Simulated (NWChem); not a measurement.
Molecule: InI, singlet; SMILES [In][I]

Program: NWChem. Low-valent species are run as closed-shell singlets; no triplet was tried in these runs. Geometry: optimised at PBE0/def2-SVP. def2 effective core potentials on In, I; no spin-orbit coupling. Ions are spin-unrestricted doublets at the neutral geometry; other ion states weren't tried.

For level B3LYP/def2-SVPD:

```
Item           Value
-------------  -----
−ε(HOMO) (eV)   6.71
```

Estimate the same quantities for level r2SCAN/def2-SVPD.


- −ε(HOMO) (eV) = 6.25
